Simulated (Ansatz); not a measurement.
## GeSiH6O (SMILES [SiH3][O][GeH3]): methods side by side

The species is GeSiH6O (9 atoms), meant as a singlet with charge 0. As SMILES, `[SiH3][O][GeH3]`. The coordinates come from a PBE0-D4/def2-TZVP relaxation.

Quantity: the vertical energy of the triplet above the singlet, in eV. The values are calculated.

```tsv
level	kind	program	value (eV)	less CCSD(T)/def2-SVP	CPU time (all runs)
HF/def2-SVP	Hartree–Fock	Ansatz	7.11	-0.12	13 s
B3LYP/def2-SVP	global hybrid	Ansatz	6.56	-0.67	20 s
HSE06/def2-SVP	range-separated hybrid	Ansatz	6.53	-0.70	23 s
wB97M-V/def2-SVP	range-separated hybrid	Ansatz	7.04	-0.19	2.5 min
PBE-QIDH/def2-SVP	double hybrid	Ansatz	7.24	+0.01	26 s
RPA@PBE/def2-SVP	RPA	Ansatz	6.83	-0.40	36 s
BCCD(T)/def2-SVP	coupled cluster or CI	Ansatz	7.22	-0.01	2.2 min
CCSD(T)/def2-SVP	coupled cluster or CI	Ansatz	7.23	0.00	96 s
```

Differences are taken from CCSD(T)/def2-SVP for orientation; it has basis-set and higher-order errors of its own. All-electron rows without a relativistic Hamiltonian named are non-relativistic. The values span 6.53 to 7.24 eV. A triplet this far above the singlet is often a Rydberg-like or dissociative state; sets without diffuse functions put Rydberg states too high. In the correlated wave-function rows the outer d shell of Ge is correlated, in sets not made for it. CPU times are rough (shared hosts, several kinds of processor): they show what a rung costs within a factor of a few.
